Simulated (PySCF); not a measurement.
# Ca⁺ (calcium, charge +1) across methods

[Ar] 4s1, 2S determinant. Computed with PySCF 2.14 in an uncontracted even-tempered set (24 s from 0.0056 bohr⁻², ratio 2.5; 16 p from 0.0073 bohr⁻², ratio 2.5; 6 d from 0.11 bohr⁻², ratio 2.7; 6 f from 0.16 bohr⁻², ratio 2.7), with scalar relativity by spin-free X2C-1e.

```
method  E (hartree)  mean ε 3p α (eV)  mean ε 3p β (eV)  mean ε 4s α (eV)  Σ⟨r²⟩ (bohr²)   ⟨S²⟩
r2SCAN     -680.198           -35.689           -35.583            -9.443          30.18  0.750
   LDA     -678.375           -34.937           -34.805            -9.497          29.78  0.750
  PW91     -680.246           -34.984           -34.833            -9.393          30.02  0.750
   UHF   -679.44441           -43.076           -42.951           -11.380          31.08  0.750
   PBE     -680.022           -34.913           -34.760            -9.337          30.06  0.750
  BLYP     -680.262           -34.677           -34.569            -9.271          29.85  0.750
```

(1) Estimate the same row for PBE0.

Answers

(1) E (hartree) = -680.062; mean ε 3p α (eV) = -37.250; mean ε 3p β (eV) = -37.106; mean ε 4s α (eV) = -9.951; Σ⟨r²⟩ (bohr²) = 30.17; ⟨S²⟩ = 0.750.
